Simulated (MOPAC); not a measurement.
Job for MOPAC: PM6 on BrGeH2N (SMILES [NH2][Ge][Br]), a point of a torsion scan.

```
PM6 1SCF PRECISE CHARGE=0 THREADS=1
BrGeH2N

N     -0.74282102 1    -0.00406699 1     0.12411065 1
Ge     0.90598276 1    -0.73096476 1    -0.31369274 1
Br     0.39455024 1    -1.81430700 1    -2.38762725 1
H     -0.99255171 1     0.92800201 1    -0.17983230 1
H     -1.56670582 1    -0.57660191 1    -0.03648247 1
```

Output:

```
*******************************************************************************
 **                                                                           **
 **                              MOPAC v23.2.5                                **
 **                                                                           **
 *******************************************************************************
 ** MOPAC's Digital Object Identifier: https://doi.org/10.5281/zenodo.6511958 **
 **                                                                           **
 ** Please cite the open-source release paper for use of this MOPAC version:  **
 ** J. E. Moussa and J. J. P. Stewart (2026)                                  **
 ** MOPAC: An open-source semiempirical molecular orbital program             **
 ** J. Open Source Softw., 11(119), 8025, https://doi.org/10.21105/joss.08025 **
 *******************************************************************************

                              PM6 CALCULATION RESULTS

 *******************************************************************************
 *  PM6        - The PM6 Hamiltonian to be used
 *
 *
 *
 *                 CHARGE ON SYSTEM = 0
 *
 *
 *
 *  PRECISE    - TIGHTER CRITERIA TO BE USED
 *  1SCF       - DO 1 SCF AND THEN STOP
 *  THREADS=1  - MULTI-THREADING NOT USED
 *  T=         - A TIME OF 172800.0 SECONDS REQUESTED
 *  DUMP=N     - RESTART FILE WRITTEN EVERY 7200.0 SECONDS REQUESTED
 *******************************************************************************
PM6 1SCF PRECISE CHARGE=0 THREADS=1
 BrGeH2N

   ATOM   CHEMICAL          X               Y               Z
  NUMBER   SYMBOL      (ANGSTROMS)     (ANGSTROMS)     (ANGSTROMS)

     1       N         -0.74282102  *  -0.00406699  *   0.12411065  *
     2      Ge          0.90598276  *  -0.73096476  *  -0.31369274  *
     3      Br          0.39455024  *  -1.81430700  *  -2.38762725  *
     4       H         -0.99255171  *   0.92800201  *  -0.17983230  *
     5       H         -1.56670582  *  -0.57660191  *  -0.03648247  *



          CARTESIAN COORDINATES

    NO.       ATOM           X           Y           Z

     1         N         -0.7428     -0.0041      0.1241
     2        Ge          0.9060     -0.7310     -0.3137
     3        Br          0.3946     -1.8143     -2.3876
     4         H         -0.9926      0.9280     -0.1798
     5         H         -1.5667     -0.5766     -0.0365

 General Reference for PM6:
 "Optimization of Parameters for Semiempirical Methods V: Modification of NDDO Approximations
 and Application to 70 Elements", J. J. P. Stewart, J. Mol. Mod., 13, 1173-1213 (2007)
 URL: https://link.springer.com/article/10.1007/s00894-007-0233-4

           Empirical Formula: H2 N Ge Br  =     5 atoms



      MOLECULAR POINT GROUP   :   C1


      RHF CALCULATION, NO. OF DOUBLY OCCUPIED LEVELS = 9


 -------------------------------------------------------------------------------
 PM6 1SCF PRECISE CHARGE=0 THREADS=1
 BrGeH2N



     1SCF WAS SPECIFIED, SO BFGS WAS NOT USED
     SCF FIELD WAS ACHIEVED


                              PM6 CALCULATION
                                                       MOPAC v23.2.5 Linux




          FINAL HEAT OF FORMATION =          5.17962 KCAL/MOL =      21.67152 KJ/MOL


          COSMO AREA              =        114.50 SQUARE ANGSTROMS
          COSMO VOLUME            =        104.49 CUBIC ANGSTROMS

          IONIZATION POTENTIAL    =          9.061712 EV
          HOMO LUMO ENERGIES (EV) =         -9.062 -1.550
          NO. OF FILLED LEVELS    =          9
          MOLECULAR WEIGHT        =        168.5165         POINT GROUP:  C1

          MOLECULAR DIMENSIONS (Angstroms)

            Atom       Atom       Distance
            H     4   Br     3     3.78400
            H     5   Ge     2     2.19600
           Br     3    H     5     1.00316


          SCF CALCULATIONS        =          1





   ATOM   CHEMICAL          X               Y               Z
  NUMBER   SYMBOL      (ANGSTROMS)     (ANGSTROMS)     (ANGSTROMS)

     1       N         -0.74282102  *  -0.00406699  *   0.12411065  *
     2      Ge          0.90598276  *  -0.73096476  *  -0.31369274  *
     3      Br          0.39455024  *  -1.81430700  *  -2.38762725  *
     4       H         -0.99255171  *   0.92800201  *  -0.17983230  *
     5       H         -1.56670582  *  -0.57660191  *  -0.03648247  *

                             CARTESIAN COORDINATES

   1    N       -0.742821020    -0.004066990     0.124110650
   2   Ge        0.905982760    -0.730964760    -0.313692740
   3   Br        0.394550240    -1.814307000    -2.387627250
   4    H       -0.992551710     0.928002010    -0.179832300
   5    H       -1.566705820    -0.576601910    -0.036482470


           Empirical Formula: H2 N Ge Br  =     5 atoms



      MOLECULAR POINT GROUP   :   C1


                  EIGENVALUES
 -30.03503 -27.55962 -17.14825 -16.41615 -13.21669 -10.82446 -10.52657  -9.68774
  -9.06171  -1.54979  -0.27259   1.00242   5.51564   6.52324 116.02185 116.06447
 116.09251 116.35493 116.36034


              NET ATOMIC CHARGES AND DIPOLE CONTRIBUTIONS

  ATOM NO.   TYPE          CHARGE      No. of ELECS.   s-Pop       p-Pop       d-Pop
    1          N          -0.758417        5.7584     1.58517     4.17324
    2         Ge           0.738533        3.2615     1.80235     1.45912
    3         Br          -0.446408        7.4464     1.98533     5.45752     0.00355
    4          H           0.238418        0.7616     0.76158
    5          H           0.227875        0.7721     0.77212
 DIPOLE           X         Y         Z       TOTAL
 POINT-CHG.     2.222     1.744     3.309     4.351
 HYBRID        -2.681    -0.027    -1.686     3.167
 SUM           -0.459     1.716     1.623     2.407


          ATOMIC ORBITAL ELECTRON POPULATIONS

     Atom    s        px        py        pz      x^2-y^2     xz        z^2       yz        xy
    1  N   1.58517   1.24156   1.20452   1.72716
    2 Ge   1.80235   0.72645   0.26807   0.46460
    3 Br   1.98533   1.95940   1.86695   1.63118   0.00013   0.00068   0.00115   0.00140   0.00019
    4  H   0.76158
    5  H   0.77212

 **********************
 *                    *
 * JOB ENDED NORMALLY *
 *                    *
 **********************




 == MOPAC DONE ==
```

The run finished.

Cost: very roughly 0.020 core-seconds.
